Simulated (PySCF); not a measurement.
Harmonic spectrum computed at PBE0 in the def2-SVP basis family (core potentials from Rb on, PySCF, no spin–orbit coupling):

| symmetry | ω (cm⁻¹) | IR (km/mol) |
| --- | --- | --- |
| a | 163 | 28.0 |
| a | 183 | 38.5 |
| a | 206 | 8.3 |
| a | 229 | 101 |
| a | 285 | 102 |
| a | 461 | 67.8 |
| a | 602 | 0.5 |
| a | 622 | 10.4 |
| a | 724 | 194 |
| a | 813 | 194 |
| a | 850 | 47.5 |
| a | 1003 | 70.5 |
| a | 3806 | 76.6 |
| a | 3868 | 107 |
| a | 3901 | 113 |

Q: Which molecule gave it? In each, all ligands are bound to the one heavy central atom.
A. Mo(OH)₃ (quartet)
B. Sn(OH)₃ (doublet)
C. As(OH)₃ (singlet)
D. Ge(OH)₃ (doublet)
E. Cu(OH)₃ (singlet)

A: E. It has C1 symmetry with Cu–O 1.744 Å, Cu–O 1.761 Å, Cu–O 1.781 Å, O–H 0.965 Å (×2), O–H 0.971 Å.
